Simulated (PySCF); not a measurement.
**From computed data to an observable: entropy of an ideal gas**

Al(Cl)(I)(OH) (AlClHIO), SMILES [OH][Al]([Cl])[I].

Geometry: B3LYP-D3(BJ)/def2-SVP. The def2 effective core potentials stand for the cores of I; spin–orbit coupling is left out. One conformer was computed; it need not be the lowest.

B3LYP-D3(BJ)/def2-SVP run with PySCF 2.14.0 gives the harmonic wavenumbers 116, 176, 207, 315, 342, 526, 586, 907, 3923 cm⁻¹ and the rotational temperatures 0.1989, 0.0466, 0.0378 K. The molar mass is 206.34 g/mol, the symmetry number 1, the spin multiplicity 1.

Task: Work out the entropy at 298.15 K and 1 atm in the rigid-rotor, harmonic-oscillator model.

Result: 
Translation (Sackur–Tetrode at 1 atm): S = R[1.5 ln M + 2.5 ln T − 1.16487] = 175.2 J/(mol K).
Rotation: q = (√π/σ) T^1.5/√(θA θB θC) = 487000, S = R[ln q + 3/2] = 121.4 J/(mol K).
Vibration: with u = 1.4388 ν/T, each mode gives R[u/(e^u − 1) − ln(1 − e^−u)]:
```tsv
ν (cm⁻¹)	modes	u	S (J/(mol K))
116	1	0.56	13.25
176	1	0.85	9.92
207	1	1.00	8.66
315	1	1.52	5.59
342	1	1.65	5.03
526	1	2.54	2.49
586	1	2.83	1.98
907	1	4.38	0.57
```
The stiffer modes add less than 0.005 each. Sum 47.5 J/(mol K).
Spin: R ln 1 = 0.0 J/(mol K).
Total 344.1 J/(mol K); the program's own thermochemistry gives 344.0. Translation makes up 51 % and vibration 14 %. Anharmonicity, hindered rotation and orbital degeneracy are left out.
